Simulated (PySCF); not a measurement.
Unrelated species, one level of theory. Level of theory: PySCF, TDDFT B3LYP/def2-SVPD, vertical, gas phase, core orbitals frozen in the response. Geometries: GFN2-xTB; one conformer of each isolated species. Triplets are in the Tamm–Dancoff approximation. 'Strongest' means the level of largest summed f among the lowest 8 singlets; it needn't be the same kind of state in each.

Question: Rank by computed lowest singlet excitation energy, highest first.
A. `C=C1CCC[C@@H]1F`
B. `[SiH3][SiH2]C1C=C1`
C. `[H]/P=P\C=C`
D. `N#CCP([SiH3])CP`
E. `O=C([SiH2][SiH2]O[SiH3])O`
F. `C/C=C\CC#N`
G. `C(c1nccnc1Cl)=C`

Answer: F (6.74 eV), A (6.40 eV), D (5.46 eV), B (5.25 eV), E (4.92 eV), G (3.89 eV), C (3.51 eV).

```csv
SMILES,S1 (eV),strongest (eV),gap (eV),f (strongest),HOMO (eV),S1 mainly
C/C=C\CC#N,6.74,7.05,7.19,0.20,-7.57,H→L+1 (78%)
C=C1CCC[C@@H]1F,6.40,6.40,6.64,0.21,-7.13,H→L (89%)
N#CCP([SiH3])CP,5.46,5.69,6.37,0.07,-7.04,H→L (65%)
[SiH3][SiH2]C1C=C1,5.25,6.68,6.01,0.05,-6.76,H→L (96%)
O=C(O)[SiH2][SiH2]O[SiH3],4.92,6.73,6.31,0.18,-7.55,H→L (65%)
C=Cc1nccnc1Cl,3.89,5.16,4.71,0.30,-7.05,H-1→L (99%)
[H]/P=P\C=C,3.51,4.06,3.99,0.24,-6.89,H-1→L (100%)
```

H and L stand for HOMO and LUMO.
